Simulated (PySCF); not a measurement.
Compound: C₃H₁₀FOSi₂ (doublet state).
Structure used (GFN2-xTB), in Å, numbered top down from 1:
```
atom  x, y, z in Å
C1    -1.053    1.192    0.513
C2    -1.244    0.101   -0.541
C3    -1.488   -1.245    0.141
Si4    0.272    0.056   -1.711
O5     1.642   -0.210   -0.851
Si6    2.628   -0.237    0.412
F7     1.913   -1.104    1.562
H8    -0.187    0.971    1.134
H9    -0.906    2.166    0.050
H10   -1.927    1.251    1.161
H11   -2.130    0.352   -1.134
H12   -1.684   -2.024   -0.592
H13   -0.621   -1.535    0.729
H14   -2.345   -1.182    0.812
H15    0.543    1.331   -2.382
H16    3.812   -0.962    0.005
H17    2.769    1.091    0.982
```

The hyperfine couplings belong to this conformer and change with its torsions.

The species is `CC(C)[SiH]O[SiH2]F` [radical].

Computed with UKS B3LYP, pcH-1 on C F H O Si, non-relativistic, mean-field spin-orbit, GIAO (PySCF 2.14.0). One conformer (not necessarily the lowest) at the GFN2-xTB geometry, without solvent, vibrations or thermal averaging. The geometry wasn't refined by DFT: couplings that depend on bond lengths, twists or pyramidal angles can differ widely from those at the functional's own minimum, by a factor of two or more for some ions and for spin on atoms past the first row. The SCF solution wasn't tested for stability.

Give the principal g shifts and their parts.

```
                    Δg (ppm)      1     2     3
relativistic mass correction   -155  -155  -155
            gauge correction     55    12    85
   orbital Zeeman/spin–orbit  -1041   -40  1165
                       total  -1142  -183  1095
```

So g = 2.00118, 2.00214, 2.00341 and g_iso = 2.00224; the tensor is rhombic: the two nearest values differ by 43 % of g3 − g1. Axes: g3 points within 14° of the Si4–O5 bond.

What effective moment and Curie constant follow for a powder?

With the mean of g² = 4.0090 and S(S+1) = 0.75: μ_eff = √(⟨g²⟩S(S+1)) = 1.734 μB and χT = 0.12505·⟨g²⟩·S(S+1) = 0.376 cm³ K/mol (cgs; spin-Hamiltonian part alone).

What are the electron Larmor frequencies g μB B/h along the three axes at 3350 mT?

93.8301, 93.8750, 93.9349 GHz for g1, g2 and g3, a range of 104.8 MHz.

In a frozen sample, at which fields do the three g values resonate at 9.5, 34, 94 and 263 GHz (hyperfine left aside), and which band first spreads them over more than twice a line width of 0.5 mT?

```
band    GHz  B(g3) mT  B(g2) mT  B(g1) mT  spread mT
   X    9.5    338.80    339.01    339.18       0.38
   Q   34.0   1212.54   1213.32   1213.90       1.35
   W   94.0   3352.32   3354.46   3356.07       3.75
   J  263.0   9379.37   9385.35   9389.85      10.48
```

The spread grows in proportion to the frequency. Q band is the first where it exceeds 1.0 mT.

The largest Mulliken spin population is on Si4 (+0.86). The angles at Si4 add up to 327.2°, so it is pyramidal.

The HOMO–LUMO gaps are 5.87 eV among the α and 5.55 eV among the β orbitals.

On one thread, Arm Neoverse V1 (aarch64), no GPU (shared host), this took 1.8 min wall (with the writing of density and orbital grids) and 0.96 GiB of memory at its peak.
